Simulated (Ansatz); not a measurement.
Input file for Ansatz (a program for electronic structure): R-CCSD(T)/aug-cc-pVDZ on C3H5N (a complex), monomers drawn apart or pushed together.

Ansatz 0.2 input:
```yaml
crystal:
  periodic: [false, false, false]
  atoms:
    - {symbol: C, position_ang: [-0.08697632, 0.63684179, 0.22296924]}
    - {symbol: C, position_ang: [-0.22787130, -0.67842542, 0.12584609]}
    - {symbol: H, position_ang: [0.88242362, 1.11359623, 0.13936012]}
    - {symbol: H, position_ang: [-0.93663063, 1.29079765, 0.37916709]}
    - {symbol: H, position_ang: [-1.19858723, -1.15424217, 0.19865868]}
    - {symbol: H, position_ang: [0.62046729, -1.33145077, -0.04106351]}
    - {symbol: C, position_ang: [0.33195207, -0.37074172, 4.16612825]}
    - {symbol: N, position_ang: [0.47067281, -0.47081991, 5.29996149]}
    - {symbol: H, position_ang: [0.20255772, -0.27718083, 3.10625361]}
basis:
  gaussian:
    orbitals: aug-cc-pVDZ
magnetization: {spin_polarized: false}
correlation: {method: ccsd_t, electrons: outside_noble_gas}
scf: {lower_state_search: off}
```

The log:

```
WARN ansatz: RAYON_NUM_THREADS=1 ignored (pool sized by the plan → 1); use --threads N
Functional definition: HF
these checks for a lower state are left out or cut short: stability, starts, cluster_reference, orbital_swaps, neighbouring_geometries, increment
integrals: 0.33 GiB planned
1367 factors; integrals over basis functions are off by at most 9.9e-4 eV
mean field: 0.33 GiB planned
mean field evaluation 1: about -4647.7615 eV, gradient 3.7e1 eV
mean field evaluation 2: about -4647.7643 eV, gradient 3.7e1 eV
mean field evaluation 4: about -4651.2854 eV, gradient 5.4e0 eV
mean field evaluation 8: about -4651.3689 eV, gradient 2.3e-1 eV
mean field -4651.36919562 eV, -170.9346651276 hartree, gradient 2.5e-6 eV, S^2 0.000000; 0 other end points of the search recorded, 0 dependent functions left out
4 core orbitals not correlated
reference -4651.36919562 eV, -170.9346651276 hartree; 11, 11 occupied and 122, 122 virtual orbitals, 1367 factors
second order -15.75124401 eV of doubles, -0.00000000 eV of singles
coupled cluster: 0.93 GiB planned
cycle   1  -16.13223832 eV  change   -3.8e-1 eV  update   9.7e-2
cycle   2  -16.64424059 eV  change   -5.1e-1 eV  update   3.2e-2
cycle   3  -16.76221706 eV  change   -1.2e-1 eV  update   1.5e-2
cycle   4  -16.76534199 eV  change   -3.1e-3 eV  update   4.3e-3
cycle   5  -16.76876368 eV  change   -3.4e-3 eV  update   1.4e-3
cycle   6  -16.76894136 eV  change   -1.8e-4 eV  update   3.3e-4
cycle   7  -16.76901756 eV  change   -7.6e-5 eV  update   8.3e-5
cycle   8  -16.76907636 eV  change   -5.9e-5 eV  update   2.5e-5
cycle   9  -16.76908338 eV  change   -7.0e-6 eV  update   9.3e-6
perturbative correction -0.66693313 eV, -0.0245093405 hartree
Total energy: -4668.80521213 eV, -171.5754269159 hartree
Checks for a lower state left out: stability, starts, cluster_reference, orbital_swaps, neighbouring_geometries, increment
```

The calculation finished and met its thresholds.

Cost: roughly 10 core-seconds.
